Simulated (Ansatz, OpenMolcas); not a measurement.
Errors in the atomisation enthalpy at 298 K

8 molecules with two or more fluorines; the atomisation enthalpy at 298 K in kJ/mol, computed less measured. Shapes, held fixed at every level: PBE0-D4/def2-TZVP. Thermal terms are harmonic and unscaled (PBE0-D4/def2-TZVP); the spin-orbit lowering of the free atoms is taken from their spectra. Programs: Ansatz 0.2.0, OpenMolcas 26.06. Measured values: Active Thermochemical Tables, NIST-JANAF tables.

Levels: A = HF/3-21G; B = HF/aug-cc-pVDZ; C = wB97X-V/def2-TZVPP; D = MP2/def2-SVP.

| molecule | from tabulated heats | A | B | C | D |
| --- | --- | --- | --- | --- | --- |
| BBrF2 (SMILES FB(F)Br) | 1661 | -523 | -464 | -8 | +21 |
| BClF2 (chlorodifluoroborane) | 1736 | -541 | -467 | -2 | +24 |
| BF3 (boron trifluoride) | 1944 | -550 | -527 | -15 | +32 |
| SOF2 (thionyl fluoride) | 1229 | -1252 | -773 | +42 | -143 |
| CF4 (tetrafluoromethane) | 1968 | -858 | -733 | +7 | +20 |
| CH2F2 (difluoromethane) | 1763 | -665 | -563 | 0 | -51 |
| CHBrF2 (bromodifluoromethane) | 1630 | -734 | -606 | +3 | -44 |
| SiH2F2 (SMILES F[SiH2]F) | 1836 | -713 | -552 | -23 | -130 |

(1) Which level does best on this set, which worst, and which err to one side?

## Answers

(1) 
| level | kind | mean error | mean absolute error | worst case |
| --- | --- | --- | --- | --- |
| HF/3-21G | Hartree–Fock | -729.5 | 729.5 | SOF2 |
| HF/aug-cc-pVDZ | Hartree–Fock | -585.6 | 585.6 | SOF2 |
| wB97X-V/def2-TZVPP | range-separated hybrid | +0.5 | 12.5 | SOF2 |
| MP2/def2-SVP | perturbation theory | -33.9 | 58.1 | SOF2 |

On this set wB97X-V/def2-TZVPP has the smallest mean absolute error and HF/3-21G the largest. HF/3-21G is too low in 8 of 8; HF/aug-cc-pVDZ is too low in 8 of 8. The tabulated values of BBrF2, BClF2, BF3, SOF2, SiH2F2 are in doubt (older tables, estimates, or at odds with other calculations) and kept here. Over the 3 molecules whose values aren't doubted the mean absolute errors are A 752.3; B 634.0; C 3.3; D 38.3. Where a negative error exceeds the measured value, the molecule comes out unbound. Hartree–Fock lacks correlation and underbinds. Rows in very small basis sets show the basis more than the method. Correlated wave functions converge slowly with the basis. Relativity is left out for Br. Outer-core shells of Br are correlated, in sets that cover them unevenly. The set is small.
